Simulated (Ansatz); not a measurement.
Start from `FB(S)O[SiH3]` and change one element to get `[F][In]([SH])[O][SiH3]`.

Ansatz, PBE0-D4/def2-TZVP geometries, multiplicity 1. Each molecule was computed in one conformer, which needn't be the lowest.

Elements past krypton have def2 core potentials.

```
                                        property  `FB(S)O[SiH3]`
              HOMO energy (PBE0/def2-TZVPP) / eV           -8.00
               LUMO energy (PBE/def2-TZVPP) / eV           -1.10
  zero-point energy (PBE0-D4/def2-TZVP) / kJ/mol           123.5
            HOMO–LUMO gap (PBE0/def2-TZVPP) / eV            7.77
           HOMO energy (ωB97M-V/def2-TZVPP) / eV          -10.20
size of the dipole moment (B3LYP/def2-TZVPP) / D            1.01
```

Q: What does the change do to each property? (Estimate.)

A: The calculation gave: 
```tsv
property	`[F][In]([SH])[O][SiH3]`	shift
HOMO energy (PBE0/def2-TZVPP) / eV	-8.34	-0.34
LUMO energy (PBE/def2-TZVPP) / eV	-3.29	-2.19
zero-point energy (PBE0-D4/def2-TZVP) / kJ/mol	105.1	-18.4
HOMO–LUMO gap (PBE0/def2-TZVPP) / eV	5.95	-1.82
HOMO energy (ωB97M-V/def2-TZVPP) / eV	-10.55	-0.35
size of the dipole moment (B3LYP/def2-TZVPP) / D	2.02	1.01
```

With PBE0 the HOMO falls by 0.34 eV and the LUMO falls by 2.16 eV, so the gap narrows by about 1.82 eV. PBE moves the HOMO by -0.32 eV and ωB97M-V by -0.35 eV. Dipoles are sizes alone; their direction can turn.

B3LYP here is the variant with VWN-RPA as its local correlation; programs differ in this.
